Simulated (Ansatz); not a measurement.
The cluster Li₃Te⁺. The state is a quintet with charge 1. Geometry PBE0-D4/def2-TZVP; atoms count from 1.

```csv
atom,x (Å),y (Å),z (Å)
Li1,3.1120,0.0624,1.2639
Li2,0.0013,0.0048,0.0013
Li3,-2.5289,2.1762,0.3941
Te4,-0.5844,-2.2434,-1.6593
```

In the def2 sets Te takes a core potential; there is no spin–orbit coupling. At PBE0-D4/def2-TZVP a singlet of charge 1 lies 5.43 eV below the quintet, each at its own geometry. The structure comes from a short search, and lower isomers may exist.

Estimate the Mulliken populations from the PBE0/def2-TZVP orbitals of Ansatz.


| atom | charge (e) | spin (α − β) |
| --- | --- | --- |
| Li1 | 0.32 | 0.68 |
| Li2 | 0.21 | 0.64 |
| Li3 | 0.32 | 0.68 |
| Te4 | 0.16 | 2.01 |
Mulliken values and Mayer orders depend strongly on the basis.

Where does the spin sit?

Summed by element: Li 1.99, Te 2.01, of 4 unpaired in all. Largest on single atoms: Te4 2.01, Li1 0.68, Li3 0.68.
